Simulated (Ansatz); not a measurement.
`F[CH]1[SiH2][SnH2]1`. Charge 0, multiplicity 1. Sn takes the def2 core potential. The geometry is a stationary point of PBE0-D4/def2-TZVP.

```xyz
9

F    -0.804   -1.204   -1.690
C    -0.664   -0.695   -0.424
Si    0.987   -0.726    0.493
Sn   -0.244    1.415    0.135
H    -1.513   -0.995    0.198
H     1.201   -1.585    1.688
H     2.133   -0.783   -0.447
H    -1.461    2.106    1.096
H     0.364    2.467   -1.050
```

Q: What is the dipole moment at B3LYP/def2-TZVPP? (Estimate.)

A: Computed: 1.69 D, with components (0.24, 0.69, 1.52) D in this frame, pointing from negative to positive charge.

Q: And with PBE, r2SCAN, ωB97M-V? (An estimate is asked.)

A: The calculation gave: PBE 1.44 D, r2SCAN 1.53 D, ωB97M-V 1.76 D.

Q: Give the Mulliken charges with B3LYP, r2SCAN, ωB97M-V in def2-TZVPP. (Best estimate.)

A: The calculation gave: 
| atom | B3LYP | r2SCAN | ωB97M-V |
| --- | --- | --- | --- |
| F1 | -0.23 | -0.22 | -0.22 |
| C2 | -0.09 | -0.08 | -0.13 |
| Si3 | 0.09 | 0.12 | 0.06 |
| Sn4 | 0.42 | 0.39 | 0.30 |
| H5 | 0.11 | 0.10 | 0.13 |
| H6 | -0.06 | -0.07 | -0.02 |
| H7 | -0.04 | -0.05 | 0.00 |
| H8 | -0.10 | -0.10 | -0.06 |
| H9 | -0.10 | -0.09 | -0.06 |

B3LYP here is the variant with VWN-RPA as its local correlation; programs differ in this.
